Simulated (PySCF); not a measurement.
Two species compared at the same levels of theory.

First species: C7H10Si.
SMILES: `C=C(C)C1=CC=C[SiH2]1`

Second species: C5H5ClOSSi.
Z-matrix (Å and degrees, GFN2-xTB geometry), rows numbered from 1:
```
O 
C   1  1.1991
Cl  2  1.7688  1  120.20
C   2  1.4242  1  125.37  3  -179.98
S   4  1.7348  2  124.70  1   179.95
C   5  1.7095  4   89.97  2  -179.99
C   6  1.3650  5  113.00  4     0.04
C   4  1.3811  2  122.32  1     0.00
Si  8  1.8899  4  121.57  2    -0.05
H   6  1.0734  5  119.27  4   179.99
H   7  1.0750  6  123.39  5   179.98
H   9  1.4571  8  109.38  4    63.52
H   9  1.4571  8  109.33  4   -63.54
H   9  1.4711  8  103.57  4  -180.00
```

Levels: CAM-B3LYP/def2-SVPD for dipole moment, HOMO energy, LUMO energy, HOMO–LUMO gap, static isotropic polarisability and electronic spatial extent ⟨r²⟩ about the centre of nuclear charge; TDDFT CAM-B3LYP/def2-SVPD for lowest singlet excitation; TDA CAM-B3LYP/def2-SVPD for lowest triplet excitation (Tamm–Dancoff); GFN2-xTB for rotational constant A and rotational constant C. Geometries: GFN2-xTB. Each structure is a single optimised conformer of the isolated species, non-relativistic unless stated. Electronic properties by PySCF.

The conformers computed, where there is a choice (atom-mapped SMILES and torsion angles):
- `[CH2:1]=[C:2]([CH3:3])[C:4]1=[CH:5][CH:6]=[CH:7][SiH2:8]1`: C1–C2–C4–C5 180°
- `[O:1]=[C:2]([Cl:3])[c:4]1[s:5][cH:6][cH:7][c:8]1[SiH3:9]`: O1–C2–C4–S5 180°

Values for the first species:

```
Dipole moment                                                     : 0.58 D
HOMO energy                                                       : -7.29 eV
LUMO energy                                                       : -0.70 eV
HOMO–LUMO gap                                                     : 6.59 eV
Lowest singlet excitation                                         : 3.86 eV
Lowest triplet excitation (Tamm–Dancoff)                          : 2.18 eV
Static isotropic polarisability                                   : 109.8 au
Electronic spatial extent ⟨r²⟩ about the centre of nuclear charge : 1242 bohr²
Rotational constant A                                             : 3.209 GHz
Rotational constant C                                             : 0.958 GHz
```

(1) Estimate the same properties for the second species, and the change in each.

Answers

(1) 
```csv
property,first,second,second less first
dipole moment,0.58 D,3.63 D,+3.05 D
HOMO energy,-7.29 eV,-8.99 eV,-1.70 eV
LUMO energy,-0.70 eV,-1.53 eV,-0.83 eV
HOMO–LUMO gap,6.59 eV,7.46 eV,+0.87 eV
lowest singlet excitation,3.86 eV,4.67 eV,+0.81 eV
lowest triplet excitation (Tamm–Dancoff),2.18 eV,3.08 eV,+0.90 eV
static isotropic polarisability,109.8 au,119.8 au,+10.0 au
electronic spatial extent ⟨r²⟩ about the centre of nuclear charge,1242 bohr²,1869 bohr²,+627 bohr²
rotational constant A,3.209 GHz,1.292 GHz,-1.917 GHz
rotational constant C,0.958 GHz,0.562 GHz,-0.396 GHz
```

On the first: The vertical singlet–triplet gap S1 − T1 is 1.68 eV (TDDFT singlet less Tamm–Dancoff triplet; S1: HOMO→LUMO, weight 0.95; T1: HOMO→LUMO, weight 0.93). The 8 singlets span 3.86 to 6.65 eV, and their oscillator strengths add up to 0.47.

On the second: The principal polarisabilities are 76.0, 137.2 and 146.2 au; their mean is the isotropic value. No computed singlet falls in the visible range (750 to 380 nm, 1.65 to 3.26 eV); S1 lies 1.41 eV above its blue end.
